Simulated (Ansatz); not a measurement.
Reaction (formal exchange of groups at a Ge–C bond): `C[O][GeH2][CH2][Si](C)(C)C` + CH₄ → `C[O][GeH2][CH3]` + `C[Si](C)(C)C`

Gas-phase electronic energies from Ansatz, PBE0-D4/def2-TZVP geometries. CBS: MP2 limit from def2 TZ/QZ plus the TZ coupled-cluster correction, frozen cores. This one scheme is used for every species. Functionals use def2-TZVPP. HSE06 is defined as in plane-wave codes. For Ge outer-core shells are correlated without core-valence functions, which leaves a few kJ/mol of doubt a bond. Scalar relativity is left out up to krypton. Each species was taken in one conformer, which may not be the lowest.

(1) Is it downhill or uphill in electronic energy at CCSD(T)/CBS, and by how much? (Best estimate.)

(2) What do these levels give: PBE-D4, BLYP-D4, BLYP, r2SCANh, HSE06, SCS-MP2/def2-QZVPP? (Best estimate.)

Largest T1 diagnostic among the species: 0.011.

## Answers

(1) Computed: Uphill: ΔE = +16.4 kJ/mol.

(2) Ansatz gave: PBE-D4 15.2, BLYP-D4 17.5, BLYP -2.9, r2SCANh 9.6, HSE06 4.8, SCS-MP2/def2-QZVPP 14.4 kJ/mol.

At CCSD(T), def2-SVP lies +3.2 kJ/mol from the extrapolated value and def2-TZVPP +1.5 kJ/mol. In def2-TZVPP, CCSD(T) changes the Hartree–Fock value by +19.7 kJ/mol (the triples alone add +3.5 kJ/mol) and MP2 by +22.0 kJ/mol. Leaving LDA and LC-ωPBE aside and taking each functional with its dispersion term where it has one, the values, not all of them listed here, spread over 10.0 kJ/mol, from B2PLYP to BHLYP-D4. LDA lies +10.1 kJ/mol from PBE without D4.
